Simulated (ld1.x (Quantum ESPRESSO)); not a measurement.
# Pseudopotential generation for Ga (Z = 31): TM semilocal, PBE, scalar-relativistic.

- Element: gallium
- Generator: ld1.x (Quantum ESPRESSO) 7.5
- Type: norm-conserving Troullier–Martins (semilocal form)
- Functional: PBE
- Relativity: scalar-relativistic
- Frozen core: [Ar]
- Valence charge: 13
- Reference configuration: 3d10 4s2 4p1
- Partial waves: 4s (bound): rc 1.35 bohr; 4p (bound): rc 2.20 bohr; 3d (bound): rc 0.90 bohr
- Local potential: the d channel
- Core correction: none

All-electron outer shells of the reference configuration (PBE, scalar-relativistic, ld1.x):

```
shell  level (eV)  outermost node (bohr)  outermost maximum (bohr)
   3s     -148.13                   0.27                      0.56
   3p      -98.86                   0.24                      0.56
   3d      -19.15                      –                      0.53
   4s       -8.95                   0.81                      1.90
   4p       -2.58                   0.87                      2.53
```

Question: Estimate the cutoffs (Ry, on a coarse ladder) from which the occupation-weighted sum of valence levels, in a spherical-Bessel basis at the reference potential, stays within 10 and 1 mRy of its value at 400 Ry.

Answer: 300 Ry and over 300 Ry.

Question: Which valence shell sets the plane-wave cutoff?

Answer: 3d: its level needs 300 Ry to come within 1 mRy, against 80 Ry for 4s.

Question: Tests: 3d10 4s2 4p0; 3d10 4s1 4p0; 3d10 4s0 4p0; 3d10 4s1 4p1; 3d9 4s0 4p0; 3d9 4s2 4p2; 3d10 4s2 4p0.5. Which has the largest error in its energy relative to the reference configuration, and how large is it?

Answer: 3d9 4s2 4p2, with -212 meV (all-electron minus pseudo) on +20.32 eV.
